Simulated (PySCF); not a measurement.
# Arsenic: a sound run and one with changed settings

Sound run: As [Ar] 3d10 4s2 4p3, As⁺ [Ar] 3d10 4s2 4p2. Calculation: PySCF 2.14, in cc-pVTZ-DK; scalar relativity by spin-free X2C-1e. The sound run starts from symmetry-adapted Hartree-Fock orbitals and uses a fine grid where one is needed.

A second run was set up differently.

| species | method | sound run (hartree) | changed run (hartree) | converged |
| --- | --- | --- | --- | --- |
| As | UHF | -2259.01435 | -2259.01435 | yes |
| As | PBE0 | -2260.44046 | -2252.90586 | yes |
| As | r2SCAN | -2260.69140 | -2249.69700 | yes |
| As⁺ | UHF | -2258.66841 | -2258.66841 | yes |
| As⁺ | PBE0 | -2260.07526 | -2252.52411 | yes |
| As⁺ | r2SCAN | -2260.32078 | -2249.28240 | yes |

Ionisation energy of As:

```json
{"method": "UHF", "sound run (eV)": "9.413", "changed run (eV)": "9.413"}
{"method": "PBE0", "sound run (eV)": "9.938", "changed run (eV)": "10.388"}
{"method": "r2SCAN", "sound run (eV)": "10.085", "changed run (eV)": "11.282"}
```

Question: What was changed?
A. minimal basis
B. basis contracted for another Hamiltonian
C. radial grid too coarse
D. too few SCF iterations

Answer: C. It used radial step 1.2 in ln r (0.13 in the sound run). A coarse radial grid mis-integrates the density and the exchange-correlation energy, with errors of either sign; Hartree-Fock needs no grid.
